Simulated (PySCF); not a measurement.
Atomic charges against the basis set

Species: trifluorosilane, F3HSi.
Structure used (PBE0-D3(BJ)/def2-SVP), in Å, numbered top down from 1:
```
atom  x, y, z in Å
F1    -0.797    1.304   -0.411
Si2    0.010    0.001    0.042
F3    -0.817   -1.282   -0.433
F4     1.412   -0.003   -0.727
H5     0.208   -0.014    1.495
```

PBE0 throughout (PySCF), one geometry, spherical d and f functions. Isolated species at its PBE0-D3(BJ)/def2-SVP geometry, gas phase. Atoms taken as equivalent share a column and are averaged.

Mulliken charges (e):

```tsv
basis	functions	F1/F3/F4	Si2	H5
STO-3G	25	-0.263	+0.930	-0.141
6-31G	42	-0.448	+1.463	-0.119
pcSseg-0	42	-0.498	+1.630	-0.136
6-31G*	62	-0.391	+1.262	-0.088
def2-SVP	65	-0.325	+1.079	-0.103
cc-pVDZ	65	-0.293	+0.953	-0.074
pcSseg-1	80	-0.405	+1.351	-0.137
aug-cc-pVDZ	105	-0.592	+1.554	+0.222
6-311+G(2d,p)	122	-0.502	+1.539	-0.035
def2-TZVP	136	-0.289	+0.879	-0.013
cc-pVTZ	138	-0.260	+0.818	-0.037
IGLO-III	159	-0.450	+1.503	-0.153
pcSseg-3	325	-0.428	+1.335	-0.052
```

IAO charges (e):

```csv
basis,functions,F1/F3/F4,Si2,H5
STO-3G,25,-0.375,+1.270,-0.146
6-31G,42,-0.483,+1.550,-0.102
pcSseg-0,42,-0.480,+1.562,-0.121
6-31G*,62,-0.509,+1.685,-0.157
def2-SVP,65,-0.506,+1.675,-0.158
cc-pVDZ,65,-0.504,+1.662,-0.149
pcSseg-1,80,-0.514,+1.698,-0.156
aug-cc-pVDZ,105,-0.515,+1.691,-0.145
"6-311+G(2d,p)",122,-0.520,+1.716,-0.155
def2-TZVP,136,-0.523,+1.732,-0.162
cc-pVTZ,138,-0.520,+1.719,-0.159
IGLO-III,159,-0.523,+1.726,-0.159
pcSseg-3,325,-0.526,+1.740,-0.163
```

Hirshfeld charges (e):

```json
{"basis": "STO-3G", "functions": "25", "F1/F3/F4": "-0.173", "Si2": "+0.613", "H5": "-0.093"}
{"basis": "6-31G", "functions": "42", "F1/F3/F4": "-0.210", "Si2": "+0.656", "H5": "-0.028"}
{"basis": "pcSseg-0", "functions": "42", "F1/F3/F4": "-0.211", "Si2": "+0.679", "H5": "-0.047"}
{"basis": "6-31G*", "functions": "62", "F1/F3/F4": "-0.183", "Si2": "+0.590", "H5": "-0.042"}
{"basis": "def2-SVP", "functions": "65", "F1/F3/F4": "-0.182", "Si2": "+0.592", "H5": "-0.048"}
{"basis": "cc-pVDZ", "functions": "65", "F1/F3/F4": "-0.177", "Si2": "+0.576", "H5": "-0.045"}
{"basis": "pcSseg-1", "functions": "80", "F1/F3/F4": "-0.189", "Si2": "+0.610", "H5": "-0.043"}
{"basis": "aug-cc-pVDZ", "functions": "105", "F1/F3/F4": "-0.193", "Si2": "+0.618", "H5": "-0.040"}
{"basis": "6-311+G(2d,p)", "functions": "122", "F1/F3/F4": "-0.193", "Si2": "+0.621", "H5": "-0.041"}
{"basis": "def2-TZVP", "functions": "136", "F1/F3/F4": "-0.185", "Si2": "+0.598", "H5": "-0.043"}
{"basis": "cc-pVTZ", "functions": "138", "F1/F3/F4": "-0.182", "Si2": "+0.591", "H5": "-0.044"}
{"basis": "IGLO-III", "functions": "159", "F1/F3/F4": "-0.184", "Si2": "+0.592", "H5": "-0.039"}
{"basis": "pcSseg-3", "functions": "325", "F1/F3/F4": "-0.187", "Si2": "+0.604", "H5": "-0.042"}
```

Which scheme is steadiest as the basis changes?

Largest range over the bases for any column: Hirshfeld 0.10 e, IAO 0.47 e, Mulliken 0.81 e. Hirshfeld charges move least and Mulliken charges most, counted in e. Without the minimal STO-3G basis the ranges are Hirshfeld 0.10, IAO 0.19, Mulliken 0.81 e.

How much do the charges still move between the two largest bases, IGLO-III and pcSseg-3?

At most, over all atoms: Mulliken 0.168 e, IAO 0.014 e, Hirshfeld 0.012 e.

What do the same runs give for the total energy, the frontier levels and the dipole moment?

| basis | energy (Eh) | HOMO (eV) | LUMO (eV) | μ (D) |
| --- | --- | --- | --- | --- |
| STO-3G | -581.6020 | -5.64 | 6.95 | 0.75 |
| 6-31G | -589.2249 | -11.50 | 0.59 | 2.26 |
| pcSseg-0 | -588.3424 | -11.38 | 0.96 | 1.86 |
| 6-31G* | -589.3730 | -11.08 | 1.58 | 1.46 |
| def2-SVP | -589.0659 | -11.19 | 1.49 | 1.49 |
| cc-pVDZ | -589.3886 | -11.15 | 1.41 | 1.54 |
| pcSseg-1 | -589.3687 | -11.38 | 1.18 | 1.61 |
| aug-cc-pVDZ | -589.4294 | -11.37 | 0.17 | 1.60 |
| 6-311+G(2d,p) | -589.5214 | -11.44 | 0.29 | 1.62 |
| def2-TZVP | -589.5655 | -11.33 | 0.86 | 1.50 |
| cc-pVTZ | -589.5405 | -11.27 | 1.06 | 1.46 |
| IGLO-III | -589.5668 | -11.36 | 1.02 | 1.51 |
| pcSseg-3 | -589.5959 | -11.37 | 0.37 | 1.52 |

The dipole is fixed by the density alone, so its range of 1.51 D shows that the density itself changes with the basis, not only its division among atoms.
